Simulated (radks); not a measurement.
The mean radii <r> (bohr) of the occupied orbitals of an atom or ion are listed with their occupations. All-electron calculation, scalar-relativistic Kohn-Sham, PBEsol, spin-polarised, spherical densities, finite nucleus; Fermi nuclear charge, rms radius of each element as measured or else 0.836 A^(1/3) + 0.57 fm. Program: a radial shooting solver on a logarithmic mesh with Libxc functionals.

orbital  occ.      <r>
1s          2  0.02318
2s          2  0.09877
2p          6  0.08688
3s          2   0.2558
3p          6   0.2528
3d         10   0.2287

Name the element and its charge. Open shells, if any, are filled with parallel spins first.

Answer. Z = 61, promethium, charge +33: Pm33+ in [Ar] 3d10. The 1s radius gives Z: for a bare nucleus <r> = (2 gamma + 1)/(2Z) with gamma = sqrt(1 - (Z/c)^2), 0.02288 bohr for Z = 61, and screening makes it slightly larger (0.02318 here). The occupations add up to 28, and the charge is Z minus that.
